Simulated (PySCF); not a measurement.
An unknown is described by computed data only.

Formula: C5H11N3Si.

* 13C NMR: chemical shifts (computed TMS as zero) by class: 130.9 (1 C), 123.9 (1 C), -0.4 (3 C) ppm [GIAO KT2/pcSseg-1]
* Triplet: lowest triplet excitation (Tamm–Dancoff): 4.58 eV [TDA wB97X-D/def2-SVPD]
* UV, strongest line: among the 10 lowest singlet transitions: S2 at 6.56 eV (189 nm, f = 0.251) [TDDFT wB97X-D/def2-SVPD]
* Polarisability: 103.1 au [wB97X-D/def2-SVPD]
* NMR, other nuclei: isotropic shieldings of nuclei other than C and H, by class: -112 (1 N), -93 (1 N), 23 (1 N), 374 (1 Si) ppm [GIAO KT2/pcSseg-1]
* Rotational structure: rotational constants A, B, C: 2.385, 0.893, 0.820 GHz [PBE0-D3(BJ)/def2-SVP]

Gas-phase values; electronic properties from PySCF, density fitting. Levels stand in brackets. NMR shifts are as computed; neighbouring signals can stand in another order in a measured spectrum. Geometry: PBE0-D3(BJ)/def2-SVP; no solvent, vibrations or thermal averaging. NMR classes are plain means over equivalent atoms (diastereotopic ones count apart unless rotation or inversion swaps them), as if these changed places fast.

Problem. What is the compound? Reason from the data.

Solution. Numbering: `[CH3:1][Si:2]([CH3:3])([CH3:4])[c:5]1[cH:6][n:7][n:8][nH:9]1`. Its formula, C5H11N3Si, gives 3 degrees of unsaturation: 1 ring and 2 π bonds in the structure found (Kekulé form). 5 carbons fall into 3 classes; from least to most shielded: aromatic CH next to a ring nitrogen [C6] (130.9 ppm), substituted aromatic carbon [C5] (123.9 ppm), Si-methyl carbon [C1/C3/C4] (-0.4 ppm, 3 C, up to 3.4 ppm apart in this geometry). The other shieldings belong to: -112 ppm, pyridine-type nitrogen [N8]; -93 ppm, pyridine-type nitrogen [N7]; 23 ppm, pyrrole-type nitrogen [N9]; 374 ppm, four-coordinate silicon [Si2]. The optimised geometry has point group C1 and is an asymmetric top. Structure: `C[Si](C)(C)c1cnn[nH]1`. Computed isomers that give other values at the same levels: `Cc1ncnn1[SiH](C)C` (rotational constant A: 2.190 GHz; this holds for the one conformer computed); `Cc1nncn1[SiH](C)C` (rotational constant A: 2.186 GHz; this holds for the one conformer computed). The assignments are read from this structure; whether some other isomer fits the data as well wasn't checked.

Shape of the structure used: `[CH3:1][Si:2]([CH3:3])([CH3:4])[c:5]1[cH:6][n:7][n:8][nH:9]1`: C1–Si2–C5–C6 29°.
